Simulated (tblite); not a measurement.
C6H10OP2.
Geometry (GFN2-xTB, Å), atoms numbered from 1 in this order:
```
atom  x, y, z in Å
P1     3.7022    0.3026   -0.4136
C2     2.5102   -0.4814    0.7794
C3     1.0687   -0.0018    0.6784
P4     0.3270   -0.2839   -1.0128
C5    -1.4088   -0.0773   -0.5382
C6    -2.0750    1.1569   -0.2863
C7    -3.3665    0.8364   -0.0179
O8    -3.5538   -0.4921   -0.0941
C9    -2.3712   -1.0386   -0.4105
H10    3.1503    1.5818   -0.3324
H11    2.9626    0.0077   -1.5576
H12    2.5678   -1.5628    0.6172
H13    2.8918   -0.2882    1.7886
H14    1.0174    1.0744    0.8761
H15    0.4497   -0.5101    1.4255
H16    0.3021   -1.6827   -0.9083
H17   -1.6371    2.1339   -0.3034
H18   -4.2184    1.4382    0.2296
H19   -2.3287   -2.1038   -0.5273
```

All values are computed: GFN2-xTB (tblite) harmonic vibrations without scaling, gas phase. This tight-binding method is rough: wavenumbers can miss measured ones by several per cent, in bad cases by 10 to 20. Modes of hydrogen on phosphorus can be 10 to 20 % off. One conformer, not necessarily the lowest.

Harmonic wavenumbers (cm⁻¹): 26.2, 29.8, 65.5, 81.5, 174.4, 227.0, 229.7, 271.4, 367.5, 480.4, 598.4, 608.3, 646.5, 676.7, 717.4, 750.1, 754.3, 779.2, 831.1, 846.8, 849.4, 859.1, 903.5, 930.4, 970.7, 1035.2, 1049.7, 1068.7, 1105.3, 1135.5, 1153.7, 1155.3, 1200.3, 1212.1, 1256.6, 1270.0, 1350.1, 1438.5, 1450.1, 1460.3, 1552.6, 2238.1, 2259.9, 2323.6, 2914.7, 2920.0, 2934.4, 2944.0, 3164.6, 3167.3, 3185.2.

A = 4029, B = 453.3, C = 447.3 MHz; mass 160.021 u (most abundant isotopes); point group C1, symmetry number 1.

Problem. What is the zero-point energy?

Solution. ½Σν̃ = 30811 cm⁻¹ = 88.09 kcal/mol.

Problem. Give the ideal-gas entropy at 400 K and 1 bar in the rigid-rotor, harmonic-oscillator model (classical rotation).

Solution. Translation 42.61, rotation 31.23, vibration 44.84: S = 118.7 cal/(mol K).

Problem. And Cp and H(400 K) − H(0)?

Solution. Cp = 50.65 cal/(mol K), of which vibrations give 42.70 (their classical limit is 51 R = 101.3); H(400 K) − H(0) = 11.77 kcal/mol without the zero-point energy, 8.59 from vibrations.

Problem. Blend soft modes into free rotors: weight 1/[1 + (100 cm⁻¹/ν̃)⁴] for the oscillator and the rest for a rotor with moment μB/(μ + B), μ = h/(8π²ν), B = 10⁻⁴⁴ kg m². What vibrational entropy results?

Solution. 38.71 cal/(mol K) in place of 44.84, which changes −T·S at 400 K by +2.46 kcal/mol.

Problem. What must be added to the electronic energy to get the Gibbs energy at 400 K and 1 bar?

Solution. ZPE + [H(400 K) − H(0)] − T·S = 88.09 + 11.77 − 47.47 = 52.39 kcal/mol.

Hindered rotation and anharmonicity are outside this model. Other conformers, if any are populated, would add a mixing term that is left out. The structure is chiral; the term R ln 2 for an equal mix with its mirror image is left out.
